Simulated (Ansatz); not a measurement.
CrCl3. Charge 0, multiplicity 4. Geometry B3LYP-D4/def2-SVP, basis def2-TZVP, Ansatz.

```xyz
4

Cr   -0.013   -0.044   -0.046
Cl    1.215   -1.411    1.053
Cl    0.880    1.282   -1.470
Cl   -2.082    0.173    0.462
```

| run | HOMO (eV) | LUMO (eV) |
| --- | --- | --- |
| A | -8.32 | -5.25 |
| B | -6.52 | -5.72 |
| C | -11.27 | -2.81 |
| D | -11.63 | -2.92 |
| E | -7.08 | -5.76 |
| F | -7.25 | -5.84 |

LC-ωPBE has ω = 0.4 bohr⁻¹. HSE06 is defined as in plane-wave codes, on full-range PBE exchange.

HOMO and LUMO are taken over both spins.

Problem. The runs used B97M-V, HSE06, LC-ωPBE, LDA (SPW92), r2SCAN, ωB97X-V. Estimate which is which.

Solution. A HSE06 (range-separated); B LDA (SPW92) (0 % exact exchange); C ωB97X-V (range-separated); D LC-ωPBE (range-separated); E r2SCAN (0 % exact exchange); F B97M-V (0 % exact exchange). Exact exchange lowers occupied and raises empty levels; among semilocal functionals meta-GGAs tend to open the gap a little, and such runs are hard to tell apart. The gap grows from 0.79 eV (LDA (SPW92)) to 8.71 eV (LC-ωPBE).
